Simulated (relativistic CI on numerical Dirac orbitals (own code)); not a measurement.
Method of calculation: Dirac-Coulomb-Breit CI, separate exchange-only KLI orbitals for each configuration, model QED (radiative potential, 1s self-energy scaled to tabulated hydrogen-like ionisation energies), valence Slater integrals scaled by 0.9, P86 correlation estimate, and configurations built on the next ion tied to the tabulated ionisation energy (semi-empirical) (own radial code, finite nucleus).

Configuration list (outside the closed core 1s2): 2s2 2p4, 2s2 2p3 3s, 2s2 2p3 3p, 2s2 2p3 3d, 2s2 2p3 4s, 2s 2p5, 2p6, 2p5 3s, 2p5 3p, 2s 2p4 3s, 2p5 3d, 2s 2p4 3p, 2s2 2p3 4p, 2s2 2p3 4d, 2s2 2p3 4f, 2s 2p4 3d, 2s2 2p2 3s2, 2s2 2p2 3s 3p, 2s2 2p2 3p2, 2s2 2p2 3s 3d, 2s 2p4 4s, 2s 2p4 4p, 2s2 2p2 3p 3d, 2s 2p4 4d. Levels of other configurations are missing.

Configurations that consist of the next ion and one excited electron were tied to the tabulated ionisation energy; Rydberg ones are usually within 1,000 to 3,000 cm⁻¹ and the lowest ones within about 6,000 (9,000 in d shells), while levels on excited terms of the next ion carry the error of that term, and the other configurations can be misplaced by 10,000 cm⁻¹ or more. Rates follow the energies as ν³ (E1, M1) or ν⁵ (E2), so rates, branching and lifetimes can be off by large factors. 40 of the 42 excited levels that our extract of the measured tables holds in this range could be paired (the sources list more); they are missed by 4742 cm⁻¹ on average and 28071 at most, and levels without a partner can miss by more.

Outline of the computed level scheme of Si VII. Lowest level of each configuration: 2s2 2p4 3P_2 at 0.000 eV; 2s 2p5 3P°_2 at 46.434 eV; 2p6 1S_0 at 108.750 eV; 2s2 2p3 3s 5S°_2 at 142.910 eV; 2s2 2p3 3p 5P_1 at 153.954 eV; 2s2 2p3 3d 5D°_3 at 167.685 eV.

Some strong electric-dipole decays among the lowest 45 levels: 2s2 2p3 3s 1D°_2 → 2s2 2p4 1D_2 (1.2e+11 s⁻¹); 2s2 2p3 3s 3S°_1 → 2s2 2p4 3P_2 (8.4e+10 s⁻¹); 2s2 2p3 3s 1P°_1 → 2s2 2p4 1D_2 (6.1e+10 s⁻¹); 2s2 2p3 3s 1P°_1 → 2s2 2p4 1S_0 (5.5e+10 s⁻¹); 2s2 2p3 3s 3S°_1 → 2s2 2p4 3P_1 (4.7e+10 s⁻¹); 2s2 2p3 3s 3D°_3 → 2s2 2p4 3P_2 (4.6e+10 s⁻¹); 2s2 2p3 3s 3P°_0 → 2s2 2p4 3P_1 (4.5e+10 s⁻¹); 2s2 2p3 3s 3D°_2 → 2s2 2p4 3P_1 (3.0e+10 s⁻¹).

LS names give the leading component of a level, which can be under half, so a name can repeat, a term be missing and a line seem to break the LS rules.
